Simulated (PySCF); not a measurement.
Computed shifts of a molecule C5H10O2, B3LYP/pcSseg-1 run with PySCF, GIAO, gas phase, equivalent atoms averaged, in ppm (number of nuclei): ¹³C: 186.6 (1), 43.9 (1), 32.5 (2), 30.6 (1). ¹H: 5.80 (1), 1.58 (6), 1.47 (3). References: ¹³C against TMS (σ = 181.3 ppm); ¹⁷O against H2O (σ = 333.8 ppm); ¹H against TMS (σ = 31.68 ppm), references at their B3LYP-D3(BJ)/def2-TZVP geometries, non-relativistic. Geometry: B3LYP-D3(BJ)/def2-SVP. The values are those of a single conformer.

Problem. Pick the molecule that these values belong to.
A. C=CCOCOC
B. CC(C)(C)C(=O)O
C. OC[C@H]1CC[C@H]1O
D. COCOC1CC1

Solution. B, CC(C)(C)C(=O)O
